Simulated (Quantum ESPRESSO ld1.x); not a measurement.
Results of a calculation; reference values are marked as such.
Problem. The mean radii <r> (bohr) of the occupied orbitals of an atom or ion are listed with their occupations. Level of theory: scalar-relativistic Kohn-Sham, LDA (Slater exchange, VWN5 correlation), spin-polarised, spherical densities, point nucleus (ld1.x of Quantum ESPRESSO 7.5).

| orbital | occ. | <r> |
|---|---|---|
| 1s up | 1 | 0.01867 |
| 1s down | 1 | 0.01867 |
| 2s up | 1 | 0.07899 |
| 2s down | 1 | 0.07899 |
| 2p up | 3 | 0.07059 |
| 2p down | 3 | 0.07059 |
| 3s up | 1 | 0.2050 |
| 3s down | 1 | 0.2050 |
| 3p up | 3 | 0.2050 |
| 3p down | 3 | 0.2050 |
| 3d up | 5 | 0.1857 |
| 3d down | 5 | 0.1857 |
| 4s up | 1 | 0.4590 |
| 4s down | 1 | 0.4590 |
| 4p up | 3 | 0.4880 |
| 4p down | 3 | 0.4880 |
| 4d up | 5 | 0.5235 |
| 4d down | 5 | 0.5233 |
| 5s up | 1 | 1.099 |
| 5s down | 1 | 1.094 |
| 5p up | 3 | 1.288 |
| 5p down | 3 | 1.278 |
| 4f up | 7 | 0.6400 |
| 4f down | 7 | 0.6362 |
| 6s up | 1 | 2.909 |
| 5d up | 2 | 1.985 |
| 6p up | 1 | 3.701 |

Name the element and its charge. Open shells, if any, are filled with parallel spins first.

Solution. Z = 73, tantalum, charge +1: Ta+ in [Xe] 4f14 5d2 6s1 6p1. The 1s radius gives Z: for a bare nucleus <r> = (2 gamma + 1)/(2Z) with gamma = sqrt(1 - (Z/c)^2), 0.01844 bohr for Z = 73, and screening makes it slightly larger (0.01867 here). The occupations add up to 72, and the charge is Z minus that.
